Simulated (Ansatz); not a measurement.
Geometry optimisation, Ansatz, RKS PBE-D4/def2-SVP.

The input (input.yaml):

```yaml
crystal:
  periodic: [false, false, false]
  atoms:
    - { symbol: Al, position_ang: [-0.30306, -1.848125, 0.902963] }
    - { symbol: H, position_ang: [0.412172, -1.794045, -0.467496] }
    - { symbol: O, position_ang: [0.542923, -1.658175, 2.37769] }
    - { symbol: O, position_ang: [-1.960739, -2.2503, 1.064106] }
    - { symbol: H, position_ang: [0.182421, 0.010354, -1.08732] }
    - { symbol: O, position_ang: [-0.285967, 0.816533, -0.799203] }
    - { symbol: Si, position_ang: [0.464646, 2.293157, -1.118675] }
    - { symbol: H, position_ang: [1.499383, -1.514806, 2.448878] }
    - { symbol: H, position_ang: [-2.565184, -2.307239, 0.308345] }
    - { symbol: H, position_ang: [1.783812, 2.431831, -0.401925] }
    - { symbol: H, position_ang: [-0.485101, 3.345062, -0.633277] }
    - { symbol: H, position_ang: [0.714693, 2.475751, -2.594184] }
basis:
  gaussian: { orbitals: def2-SVP }
hamiltonian:
  xc: pbe
  dispersion: d4
relax:
  f_tol: 0.03
  max_steps: 50
```

Launched with:

```bash
$ ansatz run input.yaml --threads 2 --pin off --max-ram 3072MiB --backend cpu --events-out ev --progress --plain --runs-dir out
```

Question: Where does it end, and by what steps?

Answer: It converged. The force dipped under the threshold on the way, but the program's further checks kept it going. After 25 steps the energy has fallen by 1.126 eV; O3 moved furthest, 2.10 Å. Joined: Al1–O6, O3–Si7.

```
step  energy less start (eV)  largest force component (eV/Å)  accepted
   0                  0.0000                           0.702       yes
   1                 -0.0697                           0.224       yes
   2                 -0.1794                           0.444       yes
   3                 -0.3201                           0.580       yes
   4                 -0.3704                           0.991       yes
   5                 -0.4725                           0.531       yes
   6                 -0.5494                           0.246       yes
   7                 -0.6134                           0.443       yes
   8                 -0.6663                           0.284       yes
   9                 -0.7326                           0.251       yes
  10                 -0.7940                           0.209       yes
  11                 -0.8531                           0.222       yes
  12                 -0.9016                           0.283       yes
  13                 -0.9431                           0.462       yes
  14                 -0.9967                           1.073       yes
  15                 -1.0487                           0.909       yes
  16                 -1.0175                           1.041        no
  17                 -1.0753                           0.822       yes
  18                 -1.1027                           0.406       yes
  19                 -1.1152                           0.349       yes
  20                 -1.1138                           0.221        no
  21                 -1.1244                           0.042       yes
  22                 -1.1239                           0.115        no
  23                 -1.1259                           0.010       yes
  24                 -1.1261                           0.090       yes
  25                 -1.1264                           0.022       yes
```

```xyz
12
Properties=species:S:1:pos:R:3
Al -0.302 -1.326 0.245
H 0.664 -2.587 0.085
O 0.371 0.070 1.190
O -2.011 -1.541 0.398
H -0.369 0.122 -1.993
O -0.043 0.010 -1.083
Si 0.636 1.492 -0.290
H 0.954 0.083 1.965
H -2.397 -2.422 0.517
H 2.093 1.492 0.080
H -0.263 2.380 0.518
H 0.666 2.227 -1.633
```

Time of the run: 48 s on 2 threads of Intel(R) Xeon(R) 6975P-C (Granite Rapids) (shared host), peak memory 0.17 GiB.
